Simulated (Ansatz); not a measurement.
Start from `COB(F)[CH2][AlH2]` and change one atom or group to get `COB(F)Br`.

Ansatz, PBE0-D4/def2-TZVP geometries, multiplicity 1. Each molecule was computed in one conformer, which needn't be the lowest.

Scalar relativity is left out up to krypton.

```
                                        property  `COB(F)[CH2][AlH2]`
size of the dipole moment (B3LYP/def2-TZVPP) / D                 2.79
            HOMO–LUMO gap (PBE0/def2-TZVPP) / eV                 6.62
           HOMO energy (ωB97M-V/def2-TZVPP) / eV               -10.42
             HOMO energy (B3LYP/def2-TZVPP) / eV                -7.98
               HOMO energy (PBE/def2-TZVPP) / eV                -6.90
           HOMO–LUMO gap (B3LYP/def2-TZVPP) / eV                 6.17
```

(1) What does the change do to each property? (Estimate.)

## Answers

(1) The calculation gave: 
| property | `COB(F)Br` | shift |
| --- | --- | --- |
| size of the dipole moment (B3LYP/def2-TZVPP) / D | 2.44 | -0.35 |
| HOMO–LUMO gap (PBE0/def2-TZVPP) / eV | 9.03 | 2.41 |
| HOMO energy (ωB97M-V/def2-TZVPP) / eV | -10.93 | -0.51 |
| HOMO energy (B3LYP/def2-TZVPP) / eV | -8.38 | -0.40 |
| HOMO energy (PBE/def2-TZVPP) / eV | -7.30 | -0.40 |
| HOMO–LUMO gap (B3LYP/def2-TZVPP) / eV | 8.50 | 2.33 |

With PBE0 the HOMO falls by 0.46 eV and the LUMO rises by 1.95 eV, so the gap widens by about 2.41 eV. PBE moves the HOMO by -0.40 eV and ωB97M-V by -0.51 eV. Dipoles are sizes alone; their direction can turn.

B3LYP here is the variant with VWN-RPA as its local correlation; programs differ in this.

Spin–orbit coupling is left out; it splits and shifts lone-pair levels of the heavy atoms by tenths of an eV.
